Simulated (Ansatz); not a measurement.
`B[SiH](C)OC` → `BCC(O)[SiH3]`  (isomerisation)

Program: Ansatz. Geometries: PBE0-D4/def2-TZVP. ΔE: electronic, gas phase. CBS: MP2 limit from def2 TZ/QZ plus the TZ coupled-cluster correction, frozen cores. Functionals use def2-TZVPP. B3LYP here is the variant with VWN-RPA as its local correlation; programs differ in this. One conformer a species, not always the lowest.

```json
{"level": "B3LYP-D4", "ΔE (kJ/mol)": "117.9"}
{"level": "ωB97X-V", "ΔE (kJ/mol)": "113.8"}
{"level": "ωB97M-V", "ΔE (kJ/mol)": "110.7"}
{"level": "B3LYP", "ΔE (kJ/mol)": "119.7"}
{"level": "HF/def2-TZVPP", "ΔE (kJ/mol)": "130.2"}
{"level": "SCS-MP2/def2-TZVPP", "ΔE (kJ/mol)": "115.5"}
{"level": "MP2/def2-QZVPP", "ΔE (kJ/mol)": "114.1"}
{"level": "SCS-MP2/def2-QZVPP", "ΔE (kJ/mol)": "116.5"}
```

Q: What does CCSD(T)/CBS give? (Best estimate.)

A: The calculation gave: +115.2 kJ/mol. The listed levels differ from it by 2.7, -1.4, -4.5, 4.5, 15.0, 0.3, -1.1, 1.3 kJ/mol.

Largest T1 diagnostic among the species: 0.011.

From PBE to PBE0 (25 % exact exchange), in def2-TZVPP and without D4, ΔE moves by +3.7 kJ/mol. In def2-TZVPP, CCSD(T) changes the Hartree–Fock value by −15.8 kJ/mol (the triples alone add −2.9 kJ/mol) and MP2 by −17.0 kJ/mol.

CCSD(T)/CBS has its own doubt, a few kJ/mol and more with outer-core shells, so smaller differences from it don't rank the levels.
